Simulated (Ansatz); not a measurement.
Gas-phase electronic energies from Ansatz, PBE0-D4/def2-TZVP geometries. CBS: MP2 limit from def2 TZ/QZ plus the TZ coupled-cluster correction, frozen cores. This one scheme is used for every species. DFT in def2-TZVPP. For Br outer-core shells are correlated without core-valence functions, which leaves a few kJ/mol of doubt a bond. Scalar relativity is left out up to krypton.

Reaction (hydrogenolysis of a C–Br bond): `BC([SiH3])Br` + H₂ → `BC[SiH3]` + HBr

`BC([SiH3])Br`:

Cartesian coordinates in Å:
```
B -1.207 0.957 0.132
C 0.204 0.652 -0.372
Si 0.566 -1.169 0.073
Br 1.656 1.680 0.433
H -1.403 1.482 1.185
H -2.127 0.569 -0.530
H 0.327 0.712 -1.456
H 1.935 -1.484 -0.397
H -0.419 -2.051 -0.608
H 0.467 -1.348 1.541
```

H₂:

Z-matrix (Å, degrees):
```
H
H 1 0.746
```

`BC[SiH3]`:

Z-matrix (Å, degrees):
```
C
Si 1 1.896
B 1 1.532 2 106.4
H 1 1.094 2 104.2 3 -121.9
H 1 1.094 2 104.4 3 122.1
H 2 1.486 1 111.0 3 -59.0
H 2 1.486 1 110.8 3 62.0
H 2 1.486 1 108.7 3 -178.5
H 3 1.198 1 120.6 2 88.6
H 3 1.198 1 120.7 2 -87.3
```

HBr:

Z-matrix (Å, degrees):
```
Br
H 1 1.420
```

Problem. Is it downhill or uphill in electronic energy at CCSD(T)/CBS, and by how much? (Estimate.)

Solution. Computed: Downhill: ΔE = -80.3 kJ/mol.

Problem. What do these levels give: PBE-D4, r2SCAN-D4, ωB97X-V, B2PLYP, PBE, HF/def2-TZVPP, MP2/def2-TZVPP, HF/def2-QZVPP, MP2/def2-QZVPP, SCS-MP2/def2-QZVPP, HF/CBS(def2), MP2/CBS(def2)? (An estimate is asked.)

Solution. The calculation gave: PBE-D4 -77.3, r2SCAN-D4 -82.5, ωB97X-V -84.8, B2PLYP -87.2, PBE -83.9, HF/def2-TZVPP -106.2, MP2/def2-TZVPP -77.5, HF/def2-QZVPP -106.7, MP2/def2-QZVPP -75.8, SCS-MP2/def2-QZVPP -79.7, HF/CBS(def2) -106.8, MP2/CBS(def2) -74.2 kJ/mol.

Largest T1 diagnostic among the species: 0.011.

From PBE to PBE0 (25 % exact exchange), in def2-TZVPP and without D4, ΔE moves by −6.5 kJ/mol. The D4 term adds +11.2 kJ/mol with B3LYP and +5.8 kJ/mol with PBE0; it sums over pairs of atoms, weighted by their polarisabilities, and B3LYP, whose exchange is more repulsive, gets the larger term.

B3LYP here is the variant with VWN-RPA as its local correlation; programs differ in this.
